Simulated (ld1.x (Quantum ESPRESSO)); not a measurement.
titanium: what ld1.x (Quantum ESPRESSO) 7.5 does with a changed input

Command:

```bash
ld1.x < Ti.in > Ti.out
```

Input:

```
&input
   title='Ti', zed=22., rel=1, dft='PBE', iswitch=3,
   config='[Ar] 3d2 4s1.5 4p0.5',
   nld=3, rlderiv=2.85, eminld=-7.0, emaxld=5.0, deld=0.02
 /
 &inputp
   pseudotype=2, tm=.true., lloc=0,
   nlcc=.true., new_core_ps=.true.,
   file_pseudopw='Ti.UPF', file_wfcaegen='ae.wfc', file_wfcncgen='nc.wfc', file_beta='beta', file_chi='chi'
 /
3
3P  2  2   6.00   0.00  0.95  0.95  0.0
3D  3  2   2.00   0.00  2.60  2.60  0.0
3S  1  0   2.00   0.00  1.20  1.20  0.0
 &test
   configts(1)='3s2 3p6 3d2 4s1.5 4p0.5'
 /
```

Output:

```
Program LD1 v.7.5

 %%%%%%%%%%%%%%%%%%%%%%%%%%%%%%%%%%%%%%%%%%%%%%%%%%%%%%%%%%%%%%%%%%%%%%%%%%%%%%
     Error in routine read_psconfig (1):
     ps-label wrong?
 %%%%%%%%%%%%%%%%%%%%%%%%%%%%%%%%%%%%%%%%%%%%%%%%%%%%%%%%%%%%%%%%%%%%%%%%%%%%%%

     stopping ...
```

This input was made by a single change from one that runs to its end. What was changed?

The change: angular momentum of 3P typed wrongly. The program refuses the input: "read_psconfig: ps-label wrong?".
